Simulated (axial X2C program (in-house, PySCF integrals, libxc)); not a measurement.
The numbers below are computed, except where a source is named.
# SrCl: input and output

Program: an in-house all-electron X2C program for linear molecules (integrals from PySCF).

Input file and command:
```json
{"zs": [38, 17], "q": 0, "bas": ["dyall-v3z", "dyall-v3z"], "levels": ["PBE0", "HF", "B3LYP", "PW91"], "cc": false, "r0": 2.84, "npts": 10, "nst": 2, "ntry": 6}
```
```bash
python so2c.py task.json out
```

Keys: zs atomic numbers; q charge; bas basis sets; levels methods; cc coupled cluster on or off; r0 starting distance in Å; npts points on the curve; nst determinants followed; ntry starts of the search. HF also brings MP2.

Output of the B3LYP step, with spin–orbit coupling, at R = 2.574 Å for the state Ω = 1/2. It starts from PBE0 orbitals of this distance.

```
two-component X2C + atomic mean field  B3LYP
basis functions 156  fitting functions 849  grid points 5082
iter        total energy     max residual
   1      -3639.841734559     4.77e-02
   2      -3639.843582026     1.92e-03
   3      -3639.843602493     5.93e-04
   4      -3639.843610080     2.50e-04
   5      -3639.843613189     8.14e-05
   6      -3639.843613561     2.34e-05
   7      -3639.843613623     8.37e-06
   8      -3639.843613633     1.49e-06
   9      -3639.843613633     7.87e-07
converged
one-electron -5298.81981927  Coulomb 1662.00119823  exact exchange -26.33781920  xc functional -108.08828767  nuclear repulsion 132.80826661  atomic mean-field constant -1.40715233
```
Energies are in hartree; totals compare only within one Hamiltonian and basis.
